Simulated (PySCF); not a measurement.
FH2InO2, SMILES [OH][In]([F])[OH]. Geometry: B3LYP-D3(BJ)/def2-SVP. The def2 effective core potentials stand for the cores of In; spin–orbit coupling is left out. The values are those of a single conformer.

Task: Give the equilibrium geometry at B3LYP-D3(BJ)/def2-SVP (PySCF confirms it by a frequency run) as Cartesian coordinates in Å, and its point group. (The exact figures need the calculation; the answer reports its results.)

Result: This is not unique; one that fits is point group C2v.
```xyz
6

In     0.0000     0.0000    -0.0366
F      0.0000     0.0000     1.9354
O      0.0000     1.7703    -0.9417
H      0.0000     2.4777    -0.2792
O      0.0000    -1.7703    -0.9417
H      0.0000    -2.4777    -0.2792
```
Charge 0, spin multiplicity 1.
